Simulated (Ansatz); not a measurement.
CH7FOSi2 can be A, `O[SiH2][SiH2]CF`, or B, `CO[SiH](F)[SiH3]`.

Computed with Ansatz on PBE0-D4/def2-TZVP structures; ΔE is electronic, products minus reactants. CCSD(T)/CBS is the MP2 limit (def2-TZVPP, def2-QZVPP) plus CCSD(T) − MP2 in def2-TZVPP, frozen cores. DFT in def2-TZVPP. B3LYP here is the variant with VWN-RPA as its local correlation; programs differ in this. One conformer a species, not always the lowest.

(1) Which is lower in electronic energy at CCSD(T)/CBS, and by how much? (Best estimate.)

(2) Give E(B) − E(A) in kcal/mol with B3LYP, PBE-D4, ωB97M-V, CCSD/def2-TZVPP, HF/def2-TZVPP, MP2/def2-TZVPP, CCSD(T)/def2-TZVPP. (Estimate.)

Largest T1 diagnostic: 0.012.

Results:

(1) Computed: B, by 42.5 kcal/mol.

(2) The calculation gave: B3LYP -41.9, PBE-D4 -38.4, ωB97M-V -41.5, CCSD/def2-TZVPP -43.0, HF/def2-TZVPP -45.5, MP2/def2-TZVPP -43.6, CCSD(T)/def2-TZVPP -42.5. None reverses the order clearly.

In def2-TZVPP, CCSD(T) changes the Hartree–Fock value by +3.0 kcal/mol (the triples alone add +0.5 kcal/mol) and MP2 by +1.9 kcal/mol. From PBE to PBE0 (25 % exact exchange), in def2-TZVPP and without D4, E(B) − E(A) moves by −1.4 kcal/mol.
